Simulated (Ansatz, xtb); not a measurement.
# C3H8B2O: which of two structures lies lower

Structure a is `BOBC1CC1`, a singlet and structure b is a singlet given by its coordinates. Both are isolated molecules in the gas phase, relaxed with PBE0-D3(BJ)/def2-SVP; the shapes shown needn't be the lowest conformers.

a (Å):

```xyz
14

C    -0.0657   -0.9332    2.3104
C    -0.3918   -0.2236    3.6162
C    -1.4985   -0.7594    2.7932
B     2.1530   -0.9994   -0.6776
B     0.4010   -0.0713    1.1169
O     1.2830   -0.5332    0.2148
H     3.3365   -0.8256   -0.4856
H     1.7332   -1.5835   -1.6525
H    -0.0214    1.0569    0.9599
H     0.3469   -1.9423    2.4114
H    -0.2489    0.8599    3.6570
H    -0.1249   -0.7459    4.5386
H    -2.1364   -0.0540    2.2532
H    -2.0146   -1.6612    3.1324
```

b (Å):

```yaml
atoms:
  - { symbol: C, position_ang: [0.1217, 1.2239, 0.1343] }
  - { symbol: C, position_ang: [-0.1203, -0.2334, 0.0265] }
  - { symbol: C, position_ang: [0.1753, -0.9611, -1.0841] }
  - { symbol: B, position_ang: [-1.6681, -0.2093, -1.6113] }
  - { symbol: B, position_ang: [-0.8036, 1.9746, -0.9455] }
  - { symbol: O, position_ang: [-1.5182, 1.1960, -1.7504] }
  - { symbol: H, position_ang: [-1.5472, -0.8740, -2.6225] }
  - { symbol: H, position_ang: [-2.5076, -0.5931, -0.8203] }
  - { symbol: H, position_ang: [-0.8264, 3.1802, -1.0521] }
  - { symbol: H, position_ang: [-0.0631, 1.6166, 1.1453] }
  - { symbol: H, position_ang: [1.1622, 1.4881, -0.1276] }
  - { symbol: H, position_ang: [-0.6401, -0.7380, 0.8475] }
  - { symbol: H, position_ang: [0.7863, -0.5414, -1.8887] }
  - { symbol: H, position_ang: [0.0007, -2.0385, -1.1122] }
```

Close contacts (Å): C1–C2 1.48, C1–B5 1.61, C2–C3 1.36, C3–B4 2.06, B4–O6 1.42, B5–O6 1.33, C1–H10 1.10, C1–H11 1.11, C2–H12 1.09, C3–H13 1.09, C3–H14 1.09, B4–H7 1.22, B4–H8 1.22, B5–H9 1.21.

**Question.** Which of the two would you expect CCSD(T)/def2-SVP + ΔMP2/def2-TZVPP electronic energies to favour?

**Answer.** Not settled: CCSD(T)/def2-SVP + ΔMP2/def2-TZVPP gives E(b) − E(a) = −0.143 eV, but this leans on the basis-set step: CCSD(T) alone gives −0.006 eV.

How the difference moves with the method:

```
                             level              geometry  E(b) − E(a) (eV)  departure from the last row (eV)  job, with rough time for the two
              PBE0-D3(BJ)/def2-SVP  PBE0-D3(BJ)/def2-SVP              −0.022                            +0.121             optimisation, 2.9 min
                       HF/def2-SVP  PBE0-D3(BJ)/def2-SVP              +0.339                            +0.482           part of the CCSD(T) run
                      MP2/def2-SVP  PBE0-D3(BJ)/def2-SVP              +0.041                            +0.184           part of the CCSD(T) run
                  CCSD(T)/def2-SVP  PBE0-D3(BJ)/def2-SVP              −0.006                            +0.137                      single point
CCSD(T)/def2-SVP + ΔMP2/def2-TZVPP  PBE0-D3(BJ)/def2-SVP              −0.143                                                  single point, 68 s
```

HF/def2-SVP, MP2/def2-SVP put the two in the other order. CCSD(T)/def2-SVP finds them nearly level. The largest departure from CCSD(T)/def2-SVP + ΔMP2/def2-TZVPP is that of HF/def2-SVP, 0.482 eV. Levels run at GFN2-xTB geometries aren't shown. The last row adds to CCSD(T) the change of the MP2 difference between the two basis sets, here −0.137 eV, a large step that makes the value less sure.

With thermal terms from frequencies at re-optimised GFN2-xTB minima (ideal gas, soft modes damped towards free rotors, one conformer each, 298.15 K, 1 atm): on the last row, ΔE + ΔZPE = −0.202, ΔH = −0.182, ΔG = −0.229 eV.

The correlated steps freeze 6 core orbitals. Codes used: Ansatz 0.2.0, xtb 6.7.1; the last row on 2 threads of Arm Neoverse V1 on a shared host.
